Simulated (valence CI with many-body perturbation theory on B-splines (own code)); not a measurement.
**Ar¹³⁺: key properties**

Level of theory: configuration interaction combined with many-body perturbation theory (CI+MBPT): three valence electrons over a frozen Dirac-Fock core [He], radial functions for each j: 11 s, 11 p, 10 d, 8 f, 5 g, 2 h, with the one-electron correlation potential Σ1 (screened to all orders), the two-electron term Σ2, the three-electron term Σ3, Breit, model QED; selected single and double excitations, second order for the rest, scaled by the run's own slope (own B-spline code, finite nucleus).

No measured spectrum was set against this ion. As an estimate, levels of excited configurations hold to 0.05 to 0.15 % of their energy, terms of the ground configuration to about 0.5 %.

Rates and lifetimes use the calculated energies. Strong lines usually hold to 10 to 20 %, long lifetimes can be off by a factor of two.

(1) What is the ground level?

(2) What is the ionisation energy?

(3) How is the term ²P° of the ground level split?

(4) How well does LS coupling describe the low levels?

(5) Among levels below 638.13 eV, which E1 lines absorb most strongly from the ground level?

(6) Where does the other parity begin?

Answers

(1) 2s²2p ²P°_1/2, composition 97 % 2s²2p ²P° + 3 % 2p³ ²P°, g = 0.664.

(2) 755.12 eV; NIST lists 755.13 ± 0.22 eV (semi-empirical).

(3) J = 1/2 at 0.00, J = 3/2 at 2.81 eV.

(4) Among the lowest 20 levels the leading LS term, summed over configurations, holds 98 % on average. For single configurations the figures are 95 % in LS and 76 % in jj coupling. Terms mix most in the J = 1/2 level at 63.82 eV, where the leading one holds 80 %.

(5) to 2s²3d ²D_3/2 at 2.747 nm, f = 0.648; to 2s2p3p ²D_3/2 at 2.623 nm, f = 0.230; to 2s²4d ²D_3/2 at 2.118 nm, f = 0.125.

(6) At 2s2p² ⁴P_1/2, 28.42 eV.
